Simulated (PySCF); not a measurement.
Isomers of C2H4Si. Isolated molecules, 0 K electronic values unless said otherwise. One relaxed conformer stands for each flexible species; it need not be the lowest. Strings in code marks are SMILES.

Computed with B3LYP-D3(BJ)/def2-TZVP (PySCF 2.14.0). B3LYP has the VWN-RPA correlation part, as in Gaussian. 

| species | dipole moment (D) | HOMO–LUMO gap (eV) |
|---|---|---|
| `C(=[SiH2])=C` | 0.16 | 4.80 |
| `C1=C[SiH2]1` | 0.37 | 6.80 |
| `C#C[SiH3]` | 0.39 | 7.78 |
| `C1C[Si]1` | 0.38 | ? |
| `C=C[SiH]` (C–C–Si–H torsion 179°) | – | ? |

Problem. Fill in the missing entries.

Solution. 
- `C1C[Si]1`, HOMO–LUMO gap (eV): 3.71
- `C=C[SiH]` (C–C–Si–H torsion 179°), HOMO–LUMO gap (eV): 3.27
